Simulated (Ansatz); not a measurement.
Isolated molecules relaxed with PBE0-D4/def2-TZVP in Ansatz; ΔE leaves out vibrations. CCSD(T)/CBS adds triple-zeta CCSD(T) − MP2 to the extrapolated MP2 energy (def2 sets, frozen cores). Functionals use def2-TZVPP. For Br, Ga outer-core shells are correlated without core-valence functions, which leaves a few kJ/mol of doubt a bond. Scalar relativity is left out up to krypton. Each species was taken in one conformer, which may not be the lowest.

`C[S][Ga]([F])[F]` + `C=C(F)Br` → `[F][Ga]([F])[Br]` + `C=C(F)SC`  (formal exchange of groups at a Ga–S bond)

```tsv
species	r2SCANh energy (Eh)
`C[S][Ga]([F])[F]`	-2562.71914
`C=C(F)Br`	-2751.34066
`[F][Ga]([F])[Br]`	-4698.80149
`C=C(F)SC`	-615.28148
```

Task: Work out ΔE.

Result: ΔE = (-4698.80149) + (-615.28148) − (-2562.71914) − (-2751.34066) = -0.02317 Eh = -60.8 kJ/mol. CCSD(T)/CBS gives -58.0 kJ/mol.

Largest T1 diagnostic among the species: 0.014.

In def2-TZVPP, CCSD(T) changes the Hartree–Fock value by +16.4 kJ/mol (the triples alone add +1.6 kJ/mol) and MP2 by +15.4 kJ/mol. At CCSD(T), def2-SVP lies −10.3 kJ/mol from the extrapolated value and def2-TZVPP −1.0 kJ/mol.
